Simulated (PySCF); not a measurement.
CH5FO2Si2, SMILES F[Si@H]1OC[SiH2]O1. Heavy atoms are numbered as in [F:1][Si@H:2]1[O:3][CH2:4][SiH2:5][O:6]1. Hydrogens are named by the atom that carries them.

The structure is a stationary point at B3LYP-D3(BJ)/def2-SVP. The structure was generated by enumeration; whether it is a known compound was not checked. The values are those of a single conformer.

These are PBE/def2-TZVP (PySCF) values and carry that method's errors.

ESP charges are fitted to the potential on shells at 1.4 to 2.0 van der Waals radii. Atomic charges (e), one atom of each kind:

```tsv
atom	ESP fit	Löwdin	meta-Löwdin
F1	-0.25	0.03	-0.48
Si2 (SiH)	0.71	___	1.34
O3	-0.34	0.09	-0.58
C4 (CH2)	-0.15	-0.43	-0.25
Si5 (SiH2)	0.43	___	0.79
O6	-0.39	___	-0.78
H on Si2	-0.07	-0.04	-0.11
H on C4	0.10	0.13	0.13
H on Si5	-0.08	___	-0.10
```

Task: What belongs in the gaps? (An estimate is asked for; the answer gives what the named calculation found.)

Result: 
- Si2 (SiH), Löwdin: -0.07
- Si5 (SiH2), Löwdin: 0.21
- O6, Löwdin: 0.02
- H on Si5, Löwdin: -0.03

Computed Mayer and Wiberg (Löwdin basis) orders of the bonds:
```tsv
bond	Mayer	Wiberg
F1–Si2	1.17	1.74
Si2–O3	1.21	1.55
O3–C4	0.97	1.44
C4–Si5	0.98	1.10
Si2–O6	1.17	1.54
Si5–O6	1.13	1.49
```
